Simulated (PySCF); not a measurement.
Ti(OH)Cl3 (singlet state).
Bonds: Ti1–O2, Ti1–Cl4, Ti1–Cl5, Ti1–Cl6. Hydrogens: H3 on O2.

Computed by this run: PySCF 2.14.0, PBE0-D3(BJ)/def2-SVP geometry optimisation, gas phase; density fitting, grid level 1; the optimiser is geomeTRIC in internal coordinates, started from a GFN2-xTB structure with every atom displaced at random (about 0.03 Å).

Step 0: E = -62717.1518 eV
```
atom  x, y, z in Å  |  force x, y, z in eV/Å
Ti1     0.0439   -0.1128   -0.2547   -0.071   1.433  -3.621
O2      0.0770    0.1645    1.3756    0.143   0.153   1.653
H3      0.0960    0.3006    2.3046    0.004   0.215   1.368
Cl4     1.9491   -0.1552   -1.2909    0.410  -0.095   0.187
Cl5    -1.0543    1.4948   -1.3283    0.293  -0.180   0.527
Cl6    -1.0485   -1.7879   -0.8757   -0.778  -1.526  -0.114
```

Step 1: E = -62717.4294 eV
```
atom  x, y, z in Å  |  force x, y, z in eV/Å
Ti1     0.0163   -0.0818   -0.3328   -0.089   0.518  -0.223
O2      0.0766    0.1736    1.3756    0.054  -0.095  -0.254
H3      0.1063    0.2974    2.3299   -0.018  -0.009  -0.101
Cl4     1.9853   -0.1638   -1.2712   -0.061  -0.019   0.212
Cl5    -1.0602    1.5580   -1.3129    0.198  -0.183   0.238
Cl6    -1.0612   -1.8794   -0.8579   -0.084  -0.212   0.128
```

Q: Estimate the geometry and energy of step 2. (The exact step hangs on the optimiser's Hessian estimate; all steps are aligned on step 1, rigid shifts and turns removed.)

A: E = -62717.4572 eV, largest force 0.198 eV/Å
```
atom  x, y, z in Å  |  force x, y, z in eV/Å
Ti1     0.0022   -0.0674   -0.3627   -0.008   0.005   0.113
O2      0.0768    0.1705    1.3435    0.028  -0.045  -0.190
H3      0.1119    0.2836    2.2989   -0.015  -0.015  -0.096
Cl4     1.9934   -0.1582   -1.2348   -0.008   0.002   0.085
Cl5    -1.0568    1.5809   -1.2929    0.006   0.039   0.006
Cl6    -1.0644   -1.9054   -0.8213   -0.003   0.014   0.083
```

The energy changes by -0.0278 eV. The first-order estimate −F·Δx gives -0.0458 eV and the mean of the old and new forces, exact on a quadratic surface, -0.0294 eV. The step makes an angle of 51° with the force vector and moves no atom by more than 0.045 Å.

The cost below is that of the whole optimisation. Time: 1.7 min wall, 90 s CPU; peak memory 0.41 GiB. Hardware: one thread, AMD EPYC (x86_64), shared host with 64 logical CPUs at a one-minute load of 58.
